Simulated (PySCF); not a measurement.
Si(CCH)2(F)(OH) (C4H3FOSi), SMILES [Si](F)(C#C)(O)C#C. Coordinates come from a r2SCAN-D4/def2-SVP optimisation. This is a generated structure with no PubChem entry under its InChIKey; it may be hypothetical. Other conformers were not sampled.

Method: r2SCAN-D4/def2-SVP (PySCF).

Harmonic wavenumbers (cm⁻¹): 85, 125, 131, 181, 213, 296, 345, 355, 399, 412, 584, 699, 724, 730, 730, 731, 808, 893, 968, 2141, 2151, 3458, 3460, 3882. Rotational constants (GHz): 2.630, 1.717, 1.417; symmetry number 1.

Q: Work out the zero-point energy and the ideal-gas rigid-rotor harmonic-oscillator thermochemistry at 298.15 K and 1 atm.

A: ZPE = ½ Σ hcν = ½ × 24501 cm⁻¹ = 35.03 kcal/mol. H − E(el) = 41.09 kcal/mol. Entropy in cal/(mol K): translation 40.11, rotation 28.31, vibration 22.05, total 90.47. G − E(el) = 14.11 kcal/mol. Cp = 31.76 cal/(mol K). Modes under 150 cm⁻¹ make the vibrational entropy uncertain.
